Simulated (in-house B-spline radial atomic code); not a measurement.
## RPA and G0W0 on BLYP: P⁸⁺

Configuration [He] 2s2 2p3, highest spin, mean-field start BLYP. Computed with a B-spline radial code for spherical atoms: all electrons, non-relativistic, point nucleus, each spin shell either full or empty, empty states to l = 9 with an (l + 1/2)⁻⁴ tail; G0W0 by contour deformation at full frequency.

Command:
```bash
python run_gw.py task.json out
```
Settings (radii: box in bohr, nucleus in fm):
```
Z                        15
electrons                7
configuration            [He] 2s2 2p3
hamiltonian              nr
method                   b88,lyp
lmax                     9
spin_polarised           True
box_radius               7.7
intervals                46
```

Run time, properties included: 1.2 s on 1 thread of Arm Neoverse N1 (shared host).

Energies (hartree):

```json
{"term": "mean-field total", "value": "-305.59899"}
{"term": "Hartree-Fock functional on these orbitals", "value": "-305.39178"}
{"term": "direct second order", "value": "-0.44372"}
{"term": "second-order exchange", "value": "0.22074"}
{"term": "SOSEX correction", "value": "0.19771"}
```

(1) What is the RPA correlation energy, and what remains with SOSEX?

Quasi-particle levels (eV):

```tsv
level	occupied	mean field	Σx - vxc	Σc	QP weight	G0W0
2p up	yes	-347.68	-26.63	?	?	?
2s down	yes	-373.89	-16.43	-3.48	0.974	-393.80
2p down	no	-331.63	26.70	-4.30	0.981	-309.23
```

G0W0 = mean field + (Σx - vxc) + Σc, with Σc (partial-wave tail included) taken at the quasi-particle energy. Levels of low weight are left out.

(2) Where does G0W0 put 2p up?

## Answers

(1) RPA gives -0.39893 hartree (-1.55 eV per electron); RPA + SOSEX gives -0.20122, and the second-order doubles -0.22299 hartree (no singles). SOSEX takes back 50 % of the RPA value.

(2) At -372.23 eV, with Σc = 2.08 eV and a quasi-particle weight of 0.971. The tabulated removal energy is 372.31 ± 0.21 eV (NIST, semi-empirical); the calculation leaves out relativity, Breit and QED terms, and what these don't explain is the method's own error.
